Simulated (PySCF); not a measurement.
## Continuum solvent and chemical shifts

Atoms are numbered as in `[CH3:1][S:2][C@H:3]([CH3:4])[CH:5]([CH3:6])[CH3:7]` (H(Xn): hydrogen on atom n).

GIAO PBE0/pcSseg-1 in PySCF on one PBE0-D3(BJ)/def2-SVP conformer, non-relativistic, equivalent nuclei averaged. Solvents enter as an IEF-PCM continuum (benzene with ε = 2.3, dimethylsulfoxide with ε = 46.8) around the gas-phase geometry. Shifts are referred to TMS, CS2 computed in the same medium.

In benzene, δ in ppm: C3 50.1, C5 31.9, C6 23.8, C7 22.3, C4 21.0, C1 10.2, S2 -30.3, H(C1) 1.82, H(C3) 1.75, H(C4) 1.41, H(C5) 1.33, H(C6) 1.17, H(C7) 0.93. Dipole moment 2.02 D.

Task: How does each δ change in the more polar medium?

Result: 
| atoms | environment | Δδ, dimethylsulfoxide |
| --- | --- | --- |
| C3 | sp3 CH bonded to S | +0.7 |
| C5 | sp3 CH | +0.3 |
| C6 | methyl carbon | +0.2 |
| C7 | methyl carbon | 0.0 |
| C4 | methyl carbon | +0.5 |
| C1 | methyl carbon bonded to S | +0.1 |
| S2 | sulfide sulfur | -8.8 |
| H(C1) | hydrogen on a methyl carbon bonded to S | +0.08 |
| H(C3) | hydrogen on an sp3 CH bonded to S | +0.09 |
| H(C4) | hydrogen on a methyl carbon | +0.02 |
| H(C5) | hydrogen on an sp3 CH | +0.11 |
| H(C6) | hydrogen on a methyl carbon | -0.04 |
| H(C7) | hydrogen on a methyl carbon | +0.02 |

Changes are relative to benzene. The dipole moment becomes 2.47 D in dimethylsulfoxide.

Task: Which nuclei move most (in ppm), and what does the model miss?

Result: S2 (sulfide sulfur, -8.8 ppm) in dimethylsulfoxide. A continuum only polarises the solute; specific hydrogen bonds, the anisotropy of aromatic solvents and changes of geometry or conformer are outside it.
